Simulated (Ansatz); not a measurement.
**Several solutions for singlet ScN**

```yaml
atoms:
  - { symbol: Sc, position_ang: [0.0000, 0.0000, 0.0000] }
  - { symbol: N, position_ang: [0.0000, 0.0000, 2.0280] }
```

Basis set: def2-SVP (spherical functions). Charge 0, multiplicity 1.

PBE0 (unrestricted) was run from several starts with Ansatz (development build ahead of 0.2.0).

```tsv
run	program	start	converged	energy (hartree)	<S²>
A	Ansatz	search for the lowest state	yes	-814.89396	1.27
B	Ansatz	stability test followed	yes	-814.89396	1.27
C	Ansatz	atomic start, no search	yes	-814.87109	0.00
```

Q: Which runs reached the lowest solution of this kind, and what is wrong with the others?

A: A, B reached the lowest solution found. Converged but too high: C by 0.62 eV. Convergence only shows a stationary point, and even a stable one can lie too high; stability tests and further starts are what find lower ones. Caution: the unrestricted determinant is a mixture of spin states.
